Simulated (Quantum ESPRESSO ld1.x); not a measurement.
Species: Pb. Configuration: [Hg] 6p2. Calculated with ld1.x of Quantum ESPRESSO 7.5: Dirac Kohn-Sham, relativistic LDA (MacDonald-Vosko exchange, VWN5 correlation), spin-unpolarised, spherical densities, point nucleus; open shells fill j = l - 1/2 first.

Normalised radial functions P(r) = r R(r) (large component), r in bohr:

```
   r/bohr * 4f7/2, o 5p3/2, + 6p3/2 (the largest magnitude, 1.51, reaches the edge; | marks zero, & curves that meet)
0.0007182                             &
0.0009812                             &
  0.00134                             &
 0.001846                             &
 0.002522                             &
 0.003445                             &
 0.004707                             &o
 0.006482                             &o
 0.008855                             &o
   0.0121                             *+o
  0.01666                             *+ o
  0.02276                             *+   o
  0.03109                             *+    o
  0.04282                             *+   o
   0.0585                             |& o
  0.07992                           o +  *
   0.1092                      o    + |     *
   0.1504                      o    + |           *
   0.2054                             &                   *
   0.2806                             | +       o               *
   0.3865                             | +       o                *
    0.528                          o +|                     *
   0.7213            o            +   |             *
   0.9933        o                 +  |     *
    1.357                o            | &
    1.854                        o    *      +
    2.533                            o*         +
    3.488                             &         +
    4.765                             &      +
     6.51                             &   +
    8.965                             &+
    12.25                             &
```

4f7/2: eigenvalue -129.95 eV, 0 radial nodes, <r> = 0.457 bohr, 90 % of the charge inside 0.726 bohr. 5p3/2: eigenvalue -78.617 eV, 3 radial nodes at r = 0.0721, 0.206, 0.499 bohr, <r> = 1.01 bohr, 90 % of the charge inside 1.45 bohr. 6p3/2 (empty): eigenvalue -2.815 eV, 4 radial nodes at r = 0.0720, 0.205, 0.486, 1.22 bohr, <r> = 3.59 bohr, 90 % of the charge inside 5.56 bohr.
